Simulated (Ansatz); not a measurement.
C2H3AlCl, SMILES `C=[CH][Al-][Cl]` (lower singlet; C–C–Al–Cl torsion 180°) (charge -1, multiplicity 1). This singlet lies 1.18 eV below the relaxed triplet at the level B3LYP/aug-cc-pVTZ // PBE0-D3(BJ)/def2-TZVPD (Ansatz, an electronic-structure program).

Computed with LDA/aug-cc-pVTZ // PBE0-D3(BJ)/def2-TZVPD (Ansatz).

Ansatz 0.2 input:
```yaml
crystal:
  periodic: [false, false, false]
  atoms:
    - { symbol: C, position_ang: [-1.077287, -0.679442, 0.1242] }
    - { symbol: C, position_ang: [-0.015611, 0.044841, -0.243543] }
    - { symbol: Al, position_ang: [1.382205, 0.590758, 1.139954] }
    - { symbol: Cl, position_ang: [2.743578, 1.729311, -0.323026] }
    - { symbol: H, position_ang: [-1.209798, -0.986852, 1.164982] }
    - { symbol: H, position_ang: [-1.866018, -1.010001, -0.557288] }
    - { symbol: H, position_ang: [0.042932, 0.311388, -1.305279] }
basis:
  gaussian: { orbitals: aug-cc-pVTZ }
hamiltonian:
  xc: lda
total_charge: -1
```

Output:

```
Functional definition: SPW92
1282 factors; their error is unknown
mean field evaluation 1: about -21149.6342 eV, gradient 5.2e1 eV
mean field evaluation 2: about -21097.0146 eV, gradient 1.3e2 eV
mean field evaluation 4: about -21155.7183 eV, gradient 1.9e1 eV
mean field evaluation 8: about -21156.7438 eV, gradient 1.3e-1 eV
mean field evaluation 16: about -21156.7099 eV, gradient 1.4e-4 eV
mean field -21156.70988263 eV, -777.4947476537 hartree, gradient 5.3e-5 eV, S^2 0.000000; 0 other end points of the search recorded, 0 dependent functions left out
reference -21156.70994175 eV, -777.4947498264 hartree; 23, 23 occupied and 238, 238 virtual orbitals, 1282 factors
Total energy: -21156.70994175 eV, -777.4947498264 hartree
```
